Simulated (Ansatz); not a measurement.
`C#[C][SnH3]` + `FC[SiH2]F` → `C#C[SiH](F)CF` + `[SnH4]` at 700 K and 1 bar (formal exchange of groups at a C–Sn bond).

Gas-phase electronic energies from Ansatz, PBE0-D4/def2-TZVP geometries. CCSD(T)/CBS adds triple-zeta CCSD(T) − MP2 to the extrapolated MP2 energy (def2 sets, frozen cores). def2 core potentials past Kr. For Sn outer-core shells are correlated without core-valence functions, which leaves a few kJ/mol of doubt a bond. Each species was taken in one conformer, which may not be the lowest.

| species | CCSD(T)/CBS energy (Eh) | H − E (kJ/mol) | S (J/(mol·K)) |
| --- | --- | --- | --- |
| `C#[C][SnH3]` | -292.44374 | 158.7 | 379.9 |
| `FC[SiH2]F` | -529.16787 | 190.0 | 398.0 |
| `C#C[SiH](F)CF` | -605.22886 | 241.0 | 481.5 |
| `[SnH4]` | -216.39156 | 106.0 | 282.9 |

H − E and S are ideal-gas, rigid-rotor, harmonic terms from PBE0-D4/def2-TZVP, for one conformer and one mirror image of each species. 1 Eh = 2625.50 kJ/mol, R = 8.31446 J/(mol·K).

Q: By hand: ΔE, ΔH, ΔS and ΔG.

A: ΔE = (-605.22886) + (-216.39156) − (-292.44374) − (-529.16787) = -0.00881 Eh = -23.1 kJ/mol. Δ(H − E) = 241.0 + 106.0 − 158.7 − 190.0 = -1.7, so ΔH = -24.8 kJ/mol. ΔS = 481.5 + 282.9 − 379.9 − 398.0 = -13.5 J/(mol·K). ΔG = -24.8 − 700 × (-13.5)/1000 = -15.4 kJ/mol.

Q: By hand: the equilibrium constant, and the temperature at which ΔG would vanish if ΔH and ΔS stayed fixed.

A: log₁₀ K = −ΔG/(RT ln 10) = 1.1. ΔG = 0 at ΔH/ΔS = 1837 K, though so small a ΔS makes that figure unsure.

TΔS isn't small against ΔH here. A doubt of 5 kJ/mol in ΔE shifts log₁₀ K by 0.4 here. Other conformers and mirror images would add mixing entropy, several J/(mol·K) or more a flexible species. Modes under 60 cm⁻¹, often nearly free rotors, make the harmonic entropy too high. These are equilibria of isolated gas molecules and say nothing of rates. Largest T1 diagnostic: 0.014 (customary marks: 0.02 for closed shells, 0.045 for open ones).
